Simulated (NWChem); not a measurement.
The numbers come from NWChem runs, not from measurements. System: pentafluoroethane (C2HF5), charge 0, spin multiplicity 1, at a geometry optimised with B3LYP/def2-SVP. Level: BP86/def2-SVP.

Output (cleaned and shortened):

```
             Northwest Computational Chemistry Package (NWChem) 7.3.0
             --------------------------------------------------------

                                NWChem Input Module
                                -------------------

 Scaling coordinates for geometry "geometry" by  1.889725989
 (inverse scale =  0.529177249)

 Turning off AUTOSYM since
 SYMMETRY directive was detected!

                             Geometry "geometry" -> ""
                             -------------------------

 Output coordinates in angstroms (scale by  1.889725989 to convert to a.u.)

  No.       Tag          Charge          X              Y              Z
 ---- ---------------- ---------- -------------- -------------- --------------
    1 F                    9.0000    -0.42555500    -1.39762500    -1.09814200
    2 C                    6.0000     0.20550300    -0.94029700     0.00000000
    3 F                    9.0000    -0.42555500    -1.39762500     1.09814200
    4 C                    6.0000     0.15726800     0.59533100     0.00000000
    5 F                    9.0000    -1.09641000     1.04263300     0.00000000
    6 F                    9.0000     0.78319100     1.06285700     1.08503600
    7 F                    9.0000     0.78319100     1.06285700    -1.08503600
    8 H                    1.0000     1.25360400    -1.28808100     0.00000000

 Effective nuclear repulsion energy (a.u.)     359.4528782660

            Nuclear Dipole moment (a.u.)
            ----------------------------
        X                 Y               Z
 ---------------- ---------------- ----------------
    -0.0000226767    -0.0000075589     0.0000000000

      Symmetry information
      --------------------

 Group name             Cs
 Group number              2
 Group order               2
 No. of unique centers     6

      Symmetry unique atoms

     1    2    4    5    6    8


 Summary of "ao basis" -> "" (spherical)
 ------------------------------------------------------------------------------
       Tag                 Description            Shells   Functions and Types
 ---------------- ------------------------------  ------  ---------------------
 *                          def2-svp                  on all atoms

  perdew86 is a nonlocal functional; adding perdew81 local functional.

                                 NWChem DFT Module
                                 -----------------

 Summary of "ao basis" -> "ao basis" (spherical)
 ------------------------------------------------------------------------------
       Tag                 Description            Shells   Functions and Types
 ---------------- ------------------------------  ------  ---------------------
 F                          def2-svp                 6       14   3s2p1d
 C                          def2-svp                 6       14   3s2p1d
 H                          def2-svp                 3        5   2s1p

 Summary of "ao basis" -> "ao basis" (spherical)
 ------------------------------------------------------------------------------
       Tag                 Description            Shells   Functions and Types
 ---------------- ------------------------------  ------  ---------------------
 F                          def2-svp                 6       14   3s2p1d
 C                          def2-svp                 6       14   3s2p1d
 H                          def2-svp                 3        5   2s1p

      Symmetry analysis of basis
      --------------------------

        a'         62
        a"         41

            General Information
            -------------------
          SCF calculation type: DFT
          Wavefunction type:  closed shell.
          No. of atoms     :     8
          No. of electrons :    58
           Alpha electrons :    29
            Beta electrons :    29
          Charge           :     0
          Spin multiplicity:     1
          Use of symmetry is: on ; symmetry adaption is: on
          Maximum number of iterations: 100
          AO basis - number of functions:   103
                     number of shells:    45
          Convergence on energy requested:  1.00D-06
          Convergence on density requested:  1.00D-05
[...]
    16 a"         17 a'         18 a"         19 a'         20 a'
    21 a"         22 a'         23 a"         24 a"         25 a'
    26 a"         27 a"         28 a'         29 a'         30 a"
    31 a'         32 a'         33 a'         34 a"         35 a'
    36 a'         37 a'         38 a'         39 a"

------------------------------------------------------------
EAF file 0: "./mol.aoints.0" size=524288 bytes
------------------------------------------------------------
               write      read    awrite     aread      wait
               -----      ----    ------     -----      ----
     calls:        1         0         0         0         0
   data(b): 5.24e+05  0.00e+00  0.00e+00  0.00e+00
   time(s): 0.00e+00  0.00e+00  0.00e+00  0.00e+00  0.00e+00
rate(mb/s): 0.00e+00  0.00e+00
------------------------------------------------------------

   convergence    iter        energy       DeltaE   RMS-Dens  Diis-err    time
 ---------------- ----- ----------------- --------- --------- ---------  ------
 d= 0,ls=0.0,diis     1   -575.3005883726 -9.35D+02  2.59D-02  2.61D+00     0.6
 d= 0,ls=0.0,diis     2   -574.6323249440  6.68D-01  1.58D-02  1.12D+01     0.8
 d= 0,ls=0.0,diis     3   -575.5778453013 -9.46D-01  1.72D-03  5.71D-02     0.9
 d= 0,ls=0.0,diis     4   -575.5809339585 -3.09D-03  8.02D-04  1.75D-02     1.0
 d= 0,ls=0.0,diis     5   -575.5821652125 -1.23D-03  2.28D-04  1.94D-03     1.2
  Resetting Diis
 d= 0,ls=0.0,diis     6   -575.5823209309 -1.56D-04  4.55D-05  3.93D-05     1.3
 d= 0,ls=0.0,diis     7   -575.5823245645 -3.63D-06  2.11D-05  2.78D-06     1.5
 d= 0,ls=0.0,diis     8   -575.5823241109  4.54D-07  1.36D-05  8.56D-06     1.6
 d= 0,ls=0.0,diis     9   -575.5823247791 -6.68D-07  1.32D-06  3.48D-08     1.7

         Total DFT energy =     -575.582324779125
      One electron energy =    -1513.572953607339
           Coulomb energy =      642.057002928222
    Exchange-Corr. energy =      -63.519252366000
 Nuclear repulsion energy =      359.452878265993

 Numeric. integr. density =       58.000002801069

     Total iterative time =      1.6s

                  Occupations of the irreducible representations
                  ----------------------------------------------

                     irrep           alpha         beta
                     --------     --------     --------
                     a'               18.0         18.0
                     a"               11.0         11.0

                       DFT Final Molecular Orbital Analysis
                       ------------------------------------

 Vector   27  Occ=2.000000D+00  E=-3.660761D-01  Symmetry=a"
              MO Center= -1.4D-01,  3.8D-01, -7.4D-15, r^2= 3.1D+00
   Bfn.  Coefficient  Atom+Function         Bfn.  Coefficient  Atom+Function
  ----- ------------  ---------------      ----- ------------  ---------------
    62      0.400983  5 F  pz                74      0.291806  6 F  px
    88     -0.291806  7 F  px                65     -0.265321  5 F  pz
    77     -0.193917  6 F  px                91      0.193917  7 F  px
     6     -0.189357  1 F  pz                34     -0.189357  3 F  pz
     5      0.153684  1 F  py                33     -0.153684  3 F  py

 Vector   28  Occ=2.000000D+00  E=-3.620763D-01  Symmetry=a"
              MO Center= -1.4D-02, -3.4D-01,  1.6D-15, r^2= 3.4D+00
   Bfn.  Coefficient  Atom+Function         Bfn.  Coefficient  Atom+Function
  ----- ------------  ---------------      ----- ------------  ---------------
     6      0.287675  1 F  pz                34      0.287675  3 F  pz
    74      0.197681  6 F  px                76     -0.197900  6 F  pz
    88     -0.197681  7 F  px                90     -0.197900  7 F  pz
     9     -0.189241  1 F  pz                37     -0.189241  3 F  pz
     4     -0.180185  1 F  px                32      0.180185  3 F  px

 Vector   29  Occ=2.000000D+00  E=-3.103573D-01  Symmetry=a'
              MO Center=  4.0D-02, -6.2D-01,  4.3D-15, r^2= 2.6D+00
   Bfn.  Coefficient  Atom+Function         Bfn.  Coefficient  Atom+Function
  ----- ------------  ---------------      ----- ------------  ---------------
     5      0.283078  1 F  py                33      0.283078  3 F  py
    47     -0.276000  4 C  py                19      0.269201  2 C  py
    99     -0.245231  8 H  s                  8     -0.196477  1 F  py
    36     -0.196477  3 F  py                61     -0.188870  5 F  py
    44      0.186631  4 C  s                 75     -0.182348  6 F  py

 Vector   30  Occ=0.000000D+00  E= 3.538110D-02  Symmetry=a"
              MO Center=  2.2D-01, -3.7D-01,  9.1D-14, r^2= 2.2D+00
   Bfn.  Coefficient  Atom+Function         Bfn.  Coefficient  Atom+Function
  ----- ------------  ---------------      ----- ------------  ---------------
    23      0.695985  2 C  pz                20      0.452904  2 C  pz
    48      0.392540  4 C  pz                 3      0.375184  1 F  s
    31     -0.375184  3 F  s                 51      0.308139  4 C  pz
    73     -0.207837  6 F  s                 87      0.207837  7 F  s
     7      0.179905  1 F  px                35     -0.179905  3 F  px

 Vector   31  Occ=0.000000D+00  E= 3.657683D-02  Symmetry=a'
              MO Center=  6.3D-01, -8.3D-01, -9.3D-14, r^2= 3.2D+00
   Bfn.  Coefficient  Atom+Function         Bfn.  Coefficient  Atom+Function
  ----- ------------  ---------------      ----- ------------  ---------------
   100      1.371298  8 H  s                 17     -0.908535  2 C  s
    21     -0.726614  2 C  px                45      0.467717  4 C  s
    18     -0.406477  2 C  px                49     -0.359306  4 C  px
    46     -0.337592  4 C  px                59     -0.315202  5 F  s
    22     -0.265478  2 C  py                 3     -0.194598  1 F  s

 Vector   32  Occ=0.000000D+00  E= 7.357552D-02  Symmetry=a'
              MO Center=  9.8D-01, -9.2D-01, -1.3D-15, r^2= 2.9D+00
   Bfn.  Coefficient  Atom+Function         Bfn.  Coefficient  Atom+Function
  ----- ------------  ---------------      ----- ------------  ---------------
   100      1.517433  8 H  s                 17     -1.136869  2 C  s
    22      0.628373  2 C  py                49      0.502773  4 C  px
    16     -0.409247  2 C  s                 21     -0.404848  2 C  px
    19      0.304972  2 C  py                 3      0.255165  1 F  s
    31      0.255165  3 F  s                 46      0.248638  4 C  px

 center of mass
 --------------
 x =  -0.02557979 y =   0.02599155 z =   0.00000000

 moments of inertia (a.u.)
 ------------------
         874.428040655222        -106.096699095702           0.000000000000
        -106.096699095702         521.183475309884           0.000000000000
           0.000000000000           0.000000000000         748.858238992069

     Multipole analysis of the density
     ---------------------------------

     L   x y z        total         alpha         beta         nuclear
     -   - - -        -----         -----         ----         -------
     0   0 0 0     -0.000000    -29.000000    -29.000000     58.000000

     1   1 0 0      0.471636      0.235829      0.235829     -0.000023
     1   0 1 0     -0.204447     -0.102220     -0.102220     -0.000008
     1   0 0 1     -0.000000     -0.000000     -0.000000      0.000000

     2   2 0 0    -26.153797    -61.452462    -61.452462     96.751127
     2   1 1 0     -1.526057    -24.311675    -24.311675     47.097294
     2   1 0 1     -0.000000     -0.000000     -0.000000      0.000000
     2   0 2 0    -27.172585   -146.374071   -146.374071    265.575557
     2   0 1 1      0.000000      0.000000      0.000000      0.000000
     2   0 0 2    -28.047930    -90.619619    -90.619619    153.191308

 Task  times  cpu:        1.7s     wall:        1.7s

 Total times  cpu:        1.8s     wall:        1.8s
```

Question: Write an NWChem input that would produce this output.

Answer: This is not unique; one that fits is 
```
start mol
memory heap 200 mb stack 900 mb global 1100 mb
geometry units angstroms nocenter noautoz
  F     -0.425555    -1.397625    -1.098142
  C      0.205503    -0.940297     0.000000
  F     -0.425555    -1.397625     1.098142
  C      0.157268     0.595331     0.000000
  F     -1.096410     1.042633     0.000000
  F      0.783191     1.062857     1.085036
  F      0.783191     1.062857    -1.085036
  H      1.253604    -1.288081     0.000000
  symmetry group Cs
end
basis spherical
  * library def2-svp
end
dft
  xc becke88 perdew86
  semidirect memsize 60000000 filesize 0
  iterations 100
end
task dft energy
```
